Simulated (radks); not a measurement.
The niobium anion Nb- inside a hard spherical wall (all orbitals vanish at R), configuration held at [Kr] 4d4 5s2 and not refilled when levels cross. All-electron calculation, scalar-relativistic Kohn-Sham, LDA (Slater exchange, VWN5 correlation), spin-unpolarised, spherical densities, point nucleus. Program: a radial shooting solver on a logarithmic mesh with Libxc functionals. Eigenvalues in eV, with the zero of energy where the potential of the charges vanishes at infinity; a dash marks a level that is unbound or too diffuse for the functional's potential to be trusted. A positive occupied level is held by the wall or, in an anion where self-interaction has pushed it up, behind a barrier. The pressure on the wall is -dE/dV.

R (bohr) = 20: E (hartree) -3815.62872; kinetic (hartree) 3927.502; e(4s) -53.678; e(4p) -29.785; e(5s) 0.319; e(4d) 1.641; e(5p, empty) 2.050; e(6s, empty) 2.107; pressure (GPa) 0.000299
R (bohr) = 12: E (hartree) -3815.62583; kinetic (hartree) 3927.516; e(4s) -53.333; e(4p) -29.441; e(5s) 0.562; e(4d) 1.951; e(5p, empty) 2.829; e(6s, empty) 4.232; pressure (GPa) 0.0257
R (bohr) = 10: E (hartree) -3815.61942; kinetic (hartree) 3927.547; e(4s) -52.944; e(4p) -29.055; e(5s) 0.857; e(4d) 2.301; e(5p, empty) 3.388; e(6s, empty) 6.008; pressure (GPa) 0.135
R (bohr) = 8: E (hartree) -3815.59350; kinetic (hartree) 3927.662; e(4s) -51.955; e(4p) -28.076; e(5s) 1.653; e(4d) 3.176; e(5p, empty) 4.665; e(6s, empty) 9.955; pressure (GPa) 0.918
R (bohr) = 4: E (hartree) -3814.53849; kinetic (hartree) 3931.168; e(4s) -39.861; e(4p) -16.456; e(5s) 16.718; e(4d) 14.397; e(5p, empty) 24.730; e(6s, empty) 63.409; pressure (GPa) 175
R (bohr) = 3.5: E (hartree) -3813.68512; kinetic (hartree) 3933.894; e(4s) -34.790; e(4p) -11.625; e(5s) 26.361; e(4d) 19.827; e(5p, empty) 36.709; e(6s, empty) 91.898; pressure (GPa) 456
R (bohr) = 2.5: E (hartree) -3807.49685; kinetic (hartree) 3953.650; e(4s) -12.863; e(4p) 10.660; e(5s) 83.875; e(4d) 47.015; e(5p, empty) 102.56; e(6s, empty) 233.65; pressure (GPa) 5120
